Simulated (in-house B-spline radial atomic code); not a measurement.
Mo⁺. Computed with a B-spline radial atomic code. Model: non-relativistic spherical atom: semilocal Troullier-Martins pseudo-atom, one channel per l, against all electrons, high spin, G0W0 and RPA with empty states to l = 8, local potential for every l without a channel, a model core (radius 0 = none) keeps its share of the functional.

Without relativity these are model numbers for so heavy an element.

What the tables leave out is listed at the end.

The pseudopotential gives back the lowest level of each angular momentum of its own functional in the configuration it was made in; a second state of the same l is only approximately right. Exact exchange, RPA and GW see the smooth pseudo-orbitals and miss the exchange with the core, for which the functional's share stands in. The column with an uncorrelated core keeps all orbitals and exact exchange, and so separates missing core correlation from pseudisation. Only the three outermost levels and the lowest empty one were computed. RPA here is direct RPA, with no exchange kernel, and its energies carry an (l + 1/2)⁻⁴ tail. A hybrid on a potential with a model core restores only its own semilocal share of the core's exchange.

Command:
```bash
python run_psgw.py task.json out
```
Settings (lengths in bohr, energies in hartree):
```
Z                      42
electrons              41
configuration          [Kr] 4d5
generated_in           [Kr] 4d5 5s1
functional             pbe,pbe
core_shells            6
radius_factor          1
core_correction        True
```

Time taken, with all properties: 44 s on 1 thread of Arm Neoverse N1, on a shared host.

Given: made with PBE; model core radius 0.745 bohr; local radius 1.075 bohr; mean-field start PBE.

Valence shells of the generating configuration: 4s, 4p, 4d, 5s.

Channel: s 1.023, p 1.089, d 1.37 (radii in bohr).

Computed: largest level miss in the spin-unpolarised generating configuration 0.051 eV; valence RPA correlation energy pseudo -0.7535 hartree; all-electron RPA polarisability, core included 16.937 bohr³; pseudo-atom RPA polarisability 16.831 bohr³.

```tsv
level	occupied	mean-field all-electron (eV)	mean-field pseudo minus all (eV)	G0W0 all-electron (eV)	G0W0 uncorrelated core minus all (eV)	G0W0 pseudo minus all (eV)	exchange self-energy all-electron (eV)	exchange self-energy pseudo (eV)
4d up	1	-11.581	-0.039	-16.315	0.076	-0.125	-25.747	-23.364
5s up (empty)	0	-9.9186	-0.093	-7.1911	0.039	-0.052	-3.7392	-3.0335
```

(1) What is the valence RPA correlation energy all-electron orbitals?

Given: mean-field start PBE0.

Computed: valence RPA correlation energy pseudo -0.70766 hartree; all-electron RPA polarisability, core included 13.709 bohr³; pseudo-atom RPA polarisability 13.524 bohr³.

| level | occupied | mean-field all-electron (eV) | mean-field pseudo minus all (eV) | G0W0 all-electron (eV) | G0W0 uncorrelated core minus all (eV) | G0W0 pseudo minus all (eV) | exchange self-energy all-electron (eV) | exchange self-energy pseudo (eV) |
| --- | --- | --- | --- | --- | --- | --- | --- | --- |
| 4d up | 1 | -12.981 | -0.081 | -16.423 | 0.075 | -0.177 | -25.965 | -23.618 |
| 4p down | 1 | -44.332 | 0.218 | -48.077 | 0.227 | 0.236 | -34.849 | -28.659 |
| 5s up (empty) | 0 | -8.8225 | -0.014 | -6.9736 | 0.037 | 0.011 | -3.439 | -2.7593 |

(2) What is the valence RPA correlation energy all-electron orbitals?

Results:

(1) -0.71715 hartree.

(2) -0.67461 hartree.

Among the listed levels the largest G0W0 shift of the pseudo-atom is +0.24 eV, for 4p down on the PBE0 start, while leaving the core uncorrelated moves that level by +0.23 eV. The rest, +0.01 eV, comes from pseudisation and the lost core exchange. Not in the tables (levels of low weight, unsolved or above zero; the highest and the empty levels are kept at any weight): on PBE the G0W0 levels 4p down (pseudo minus all +0.05 eV, weights 0.71 and 0.70), 4p up (pseudo minus all -0.14 eV, weights 0.12 and 0.13); on PBE0 the G0W0 levels 4p up (pseudo minus all +0.19 eV, weights 0.39 and 0.41); no Hartree-Fock pseudo-atom is run with a model core.
